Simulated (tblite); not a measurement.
Compound: C₅H₉Al.
Cartesian coordinates in Å at the GFN2-xTB level; atoms count from 1:
```
atom  x, y, z in Å
C1     4.0789   -0.0273   -0.2767
C2     2.6394    0.1164   -0.3317
C3     1.4290    0.2332   -0.3737
Al4   -0.4840    0.5118   -0.5031
C5    -1.9748   -0.6419    0.1882
C6    -3.2956    0.0270   -0.2392
H7     4.5064    0.1157   -1.2693
H8     4.3431   -1.0230    0.0808
H9     4.5036    0.7150    0.3999
H10   -0.9589    1.7941   -1.2354
H11   -1.9528   -1.6731   -0.1933
H12   -1.9682   -0.7521    1.2828
H13   -4.1639   -0.5164    0.1342
H14   -3.3635    0.0774   -1.3275
H15   -3.3433    1.0513    0.1365
```

Calculated harmonic vibrations of the isolated species, GFN2-xTB (tblite), most abundant isotopes, no scaling. Against measured fundamentals such values can be off by several per cent, at times by over 20. Modes of hydrogen on aluminium can be 10 to 20 % off. One conformer, not necessarily the lowest. The optimisation stopped once no atom felt more than 0.01 eV/Å.

Lowest wavenumbers of the output (negative numbers stand for imaginary wavenumbers):
```
mode    cm-1
  1     -24.9
  2      32.2
  3      49.3
  4     100.0
  5     131.5
  6     139.3
  7     202.5
  8     320.2
```

Problem. Is this structure a minimum?

Solution. Not by this Hessian. 1 mode is imaginary beyond 20i (25i cm⁻¹), so at this level the point lies at or near a first-order saddle. The curvature is small, so loose convergence or finite differences may be the whole cause.

Problem. Which atoms move in the imaginary mode?

Solution. 25i: H7 (methyl hydrogen) 32 %, H9 (methyl hydrogen) 31 %, H8 (methyl hydrogen) 28 %. These are shares of the mass-weighted motion.

Problem. What is the remedy?

Solution. Step along that mode in both directions, optimise again with tighter thresholds and repeat the frequencies. The zero-point energy of this point (71.8 kcal/mol) counts the 38 real modes alone, and thermal corrections from it aren't those of a minimum.
